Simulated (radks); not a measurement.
All-electron atom: Sr2+ in [Ar] 3d10 4s2 4p5.5 4f0.5 (fractional occupations, a model configuration). Calculated with a radial shooting solver on a logarithmic mesh with Libxc functionals: scalar-relativistic Kohn-Sham, SCAN, spin-polarised, spherical densities, finite nucleus; open shells are filled with parallel spins first (spin-orbit coupling, left out, can overturn this in heavy ions); meta-GGA in the generalised Kohn-Sham scheme; Fermi nuclear charge, rms radius 4.224 fm.

Unscreened Slater integrals over Kohn-Sham orbitals (cm^-1). They are taken over the spin-up orbitals.

integral,value
"F0(4f,4f)",30432
"F2(4f,4f)",16689
"F4(4f,4f)",11078
"F6(4f,4f)",8174.7
"F0(4f,4p)",38419
"F2(4f,4p)",4780.6
"G2(4f,4p)",1175.9
"G4(4f,4p)",758.49
"F0(4f,4s)",38465
"G3(4f,4s)",592.37
"F0(4f,3d)",38537
"F2(4f,3d)",635.84
"F4(4f,3d)",64.637
"G1(4f,3d)",42.637
"G3(4f,3d)",23.855
"G5(4f,3d)",16.186
"F0(4p,4p)",130470
"F2(4p,4p)",68974
"F0(4p,4s)",137960
"G1(4p,4s)",93350
"F0(4p,3d)",168950
"F2(4p,3d)",37120
"G1(4p,3d)",12099
"G3(4p,3d)",11438
"F0(4s,4s)",147140
"F0(4s,3d)",187280
"G2(4s,3d)",15495
"F0(3d,3d)",402910
"F2(3d,3d)",195780
"F4(3d,3d)",123800

Derived for the open shells (J is the average intra-shell exchange parameter used in DFT+U). 4p: J = F2/5 = 13790 cm^-1. 4f: F4/F2 = 0.664, F6/F2 = 0.490, J = (286 F2 + 195 F4 + 250 F6)/6435 = 1395 cm^-1.
